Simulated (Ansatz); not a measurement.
C$_{2}$H$_{3}$BO (`BC=C=O`). Charge 0, multiplicity 1.

| atom | x (Å) | y (Å) | z (Å) |
| --- | --- | --- | --- |
| B1 | -0.800 | 0.101 | -0.717 |
| C2 | 0.526 | 0.309 | -0.036 |
| C3 | 0.731 | -0.397 | 1.067 |
| O4 | 0.866 | -1.026 | 2.016 |
| H5 | -1.048 | 0.707 | -1.716 |
| H6 | -1.594 | -0.665 | -0.256 |
| H7 | 1.319 | 0.973 | -0.359 |

(1) List the harmonic frequencies (cm⁻¹, unscaled) at PBE0-D4/def2-TZVP in Ansatz. (An estimate is asked.)

(2) Is this a minimum?

(3) Give the ideal-gas thermochemistry at 298.15 K and 1 bar (rigid rotor, harmonic oscillator; point group Cs, symmetry number 1).

(4) And at 400, 500, 600, 800 and 1000 K?

Results:

(1) The calculation gave: 182, 315, 611, 622, 720, 822, 981, 1061, 1103, 1228, 1365, 2242, 2590, 2676, 3211.

(2) Yes, all 15 modes are real.

(3) Zero-point energy 118.0 kJ/mol; H(298) − E = 132.1 kJ/mol; entropy 278.5 J/(mol·K), of which translation 158.6, rotation 97.9, vibration 22.0; G(298) − E = 49.1 kJ/mol.

(4) 
```json
{"T (K)": "400", "H − E (kJ/mol)": "139.7", "S (J/mol/K)": "300.3", "G − E (kJ/mol)": "19.6"}
{"T (K)": "500", "H − E (kJ/mol)": "148.4", "S (J/mol/K)": "319.7", "G − E (kJ/mol)": "-11.4"}
{"T (K)": "600", "H − E (kJ/mol)": "158.1", "S (J/mol/K)": "337.4", "G − E (kJ/mol)": "-44.3"}
{"T (K)": "800", "H − E (kJ/mol)": "179.8", "S (J/mol/K)": "368.6", "G − E (kJ/mol)": "-115.0"}
{"T (K)": "1000", "H − E (kJ/mol)": "203.9", "S (J/mol/K)": "395.3", "G − E (kJ/mol)": "-191.5"}
```
